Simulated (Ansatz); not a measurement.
A nudged elastic band was laid between two geometries of CH5ClFNSi2 (11 atoms, charge 0, multiplicity 1).

These are results of RKS PBE-D4/6-31G in Ansatz, not measurements.

```yaml
movable_images: 5
climbing_image: yes
spring: 5.0 eV/Å²
optimiser: quadratic models (default)
start_path: through a guess of the saddle point
force_threshold: 0.03 eV/Å
iteration_limit: 38
end_points: relaxed
```

Image 0:

```xyz
11
Properties=species:S:1:pos:R:3
F 0.106 1.501 0.747
C 0.161 0.379 -0.183
N -0.160 -0.792 0.140
Si -0.761 -1.383 1.780
Si 0.841 0.954 -1.882
Cl -0.304 2.690 -2.565
H -2.086 -0.723 2.083
H -0.927 -2.873 1.654
H 0.254 -1.053 2.851
H 2.273 1.395 -1.718
H 0.668 -0.151 -2.885
```

Image 6:

```xyz
11
Properties=species:S:1:pos:R:3
F 0.196 1.803 1.594
C 0.398 1.378 0.281
N 0.191 0.153 -0.050
Si -0.469 -1.124 1.155
Si 0.710 -0.675 -1.816
Cl 0.970 1.363 -2.883
H -1.808 -0.630 1.634
H -0.567 -2.366 0.314
H 0.516 -1.277 2.283
H 0.753 2.166 -0.385
H -0.825 -0.847 -2.105
```

Task: Which bonds break or form, and what moves?

Result: Bonds broken: C2–Si5, Si5–H10. Bonds formed: C2–H10, N3–Si5.

Task: What energy profile does the band end with?

Result: The forces met the threshold. The highest image is number 2 of 0 to 6, 58.6 kcal/mol above the first end and 56.9 kcal/mol above the last; the last end lies 1.7 kcal/mol above the first. Neighbouring images differ by up to 2.5 eV, so the band resolves the path poorly. The order of the stationary point at the top wasn't checked. The orbitals stay closed-shell, which can raise the energy where a bond breaks towards radicals; this wasn't checked here. Limits of this set-up: no polarisation functions.

```csv
image,path coordinate (Å),energy (kcal/mol),C2–Si5 (Å),Si5–H10 (Å),C2–H10 (Å)
0,0.00,0.0,1.92,1.51,2.80
1,1.20,1.0,1.91,1.50,2.67
2,2.40,58.6,2.37,1.56,1.63
3,3.81,34.1,3.17,2.56,1.10
4,5.22,27.6,3.06,2.74,1.09
5,6.62,8.6,2.91,2.93,1.09
6,8.03,1.7,2.95,3.18,1.09
```

Task: What is the geometry of the highest image?

Result: 
```xyz
11
Properties=species:S:1:pos:R:3:forces:R:3
F -0.361 1.674 0.304 0.00 0.01 0.00
C 0.217 0.473 -0.218 -0.01 -0.02 0.01
N 0.179 -0.660 0.295 0.00 0.02 0.00
Si -0.588 -1.397 1.779 0.00 0.00 0.00
Si 1.098 0.955 -2.365 -0.01 0.01 -0.01
Cl 0.167 2.932 -2.712 0.00 0.00 0.00
H -1.970 -0.832 2.017 0.00 0.00 0.00
H -0.655 -2.882 1.540 0.00 0.00 0.00
H 0.319 -1.091 2.947 0.00 0.00 0.00
H 1.645 0.838 -0.913 0.01 0.00 0.01
H 0.014 -0.067 -2.655 0.00 0.00 0.00
```

The run took 11 min on 1 thread of Intel(R) Xeon(R) Processor @ 2.70GHz (shared host), peak memory 0.15 GiB.
